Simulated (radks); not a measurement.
Q: The mean radii <r> (bohr) of the occupied orbitals of an atom or ion are listed with their occupations. All-electron calculation, scalar-relativistic Kohn-Sham, PBE, spin-unpolarised, spherical densities, point nucleus. Program: a radial shooting solver on a logarithmic mesh with Libxc functionals.

| orbital | occ. | <r> |
|---|---|---|
| 1s | 2 | 0.07303 |
| 2s | 2 | 0.3423 |
| 2p | 6 | 0.3061 |
| 3s | 2 | 0.9871 |
| 3p | 3 | 1.022 |

Name the element and its charge.

A: Z = 21, scandium, charge +6: Sc6+ in [Ne] 3s2 3p3. The 1s radius gives Z: for a bare nucleus <r> = (2 gamma + 1)/(2Z) with gamma = sqrt(1 - (Z/c)^2), 0.07087 bohr for Z = 21, and screening makes it slightly larger (0.07303 here). The occupations add up to 15, and the charge is Z minus that.
